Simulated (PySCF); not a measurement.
A species of formula C7H12 has this rotational fingerprint, computed with wB97X-D/def2-SVPD in PySCF (dipole) on a GFN2-xTB geometry, gas phase:

```
Rotational constants : A = 3848, B = 3024, C = 2063 MHz
Dipole components    : |μa| = 0.11 D, |μb| = 0.00 D, |μc| = 0.12 D
Inertial defect      : -53.45 u·Å²
κ                    : 0.08
```

Question: Which candidate fits, each taken in the one conformer that was computed?
A. `[CH2:1]1[CH2:2][CH2:3][C@H:4]2[CH2:5][C@H:6]2[CH2:7]1` with C7–C1–C2–C3 68°, C1–C2–C3–C4 -49°, C2–C3–C4–C5 -54°, C3–C4–C5–C6 110°
B. `[CH2:1]=[CH:2][C:3](=[CH2:4])[CH:5]([CH3:6])[CH3:7]` with C1–C2–C3–C4 178°, C2–C3–C5–C6 -155°

Answer: A. It is C1CC[C@H]2C[C@H]2C1, an asymmetric top, point group C1. The candidates at the same level (rigid rotor, commonest isotopes):

| SMILES | A (MHz) | B (MHz) | C (MHz) | μa (D) | μb (D) | μc (D) | Δ (u·Å²) | point group | rotor |
| --- | --- | --- | --- | --- | --- | --- | --- | --- | --- |
| C=CC(=C)C(C)C | 3556 | 2087 | 1600 | 0.21 | 0.22 | 0.04 | -68.52 | C1 | asymmetric top |
| C1CC[C@H]2C[C@H]2C1 | 3848 | 3024 | 2063 | 0.11 | 0.00 | 0.12 | -53.45 | C1 | asymmetric top |

`C=CC(=C)C(C)C` has B 31 % too low. No structure here is proved a minimum.
